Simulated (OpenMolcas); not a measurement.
An OpenMolcas run meant for Sn2+ (ANO-RCC-VQZP, DKH3; inactive shells 1s 2s 2p 3s 3p 3d 4s 4p 4d; intended active space 2 electrons in 4 orbitals (5s 5p)). One step of its input:

```
&RASSCF
FileOrb=start.orb
Symmetry=1
Spin=3
nActEl=2 0 0
Inactive=14 9
Ras2=1 3
CIRoot=3 3 1
SDav=3
CIMx=300
Iter=65 100
PrWF=0.3
OrbListing=Nothing
MaxOrb=0
Atom
Thrs=1.0e-3 5.0e-1 5.0e-1
```

The run finished. Its levels beside those of a sound run (CASSCF), in cm⁻¹ above each run's lowest level:

```csv
Level,This run,Usual run
5s² ¹S₀,0.0,0.0
5s 5p ³P°₀,46732,48775
5s 5p ³P°₁,48160,50203
5s 5p ³P°₂,51329,53372
5s 5p ¹P°₁,83046,85087
5p² ³P₀,122107,123639
```

**Question.** Which setting is unsound, and how much does it matter here?

**Answer.** The convergence thresholds are far too loose, so the orbitals stop early. Against the sound run the excited levels shown move by 1900 cm-1 on average and by 2000 cm-1 at most.

The ¹D term of p² mixes with s d, which this space lacks. Only configurations of the active space appear.

° marks odd parity.
